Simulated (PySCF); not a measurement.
Electron correlation in Mo (molybdenum, neutral)

[Kr] 4d5 5s1, high-spin 7S determinant. All numbers are calculated (PySCF 2.14, a scalar-relativistic core potential, in aug-cc-pVDZ-PP with ECP28MDF (5s5p4d2f, 54 functions)). Frozen: 4s2 4p6; 6 electrons correlated.

MP2 pair energies summed by pair of shells (mhartree):

| pair | energy | share (%) |
| --- | --- | --- |
| 4d-4d | -48.03 | 73.5 |
| 4d-5s | -17.29 | 26.5 |

Total MP2 correlation energy: -65.32 mhartree.

Same-spin part -65.32 and opposite-spin part 0.00 mhartree; SCS-MP2 scales them by 1/3 and 6/5 to -21.77 mhartree.
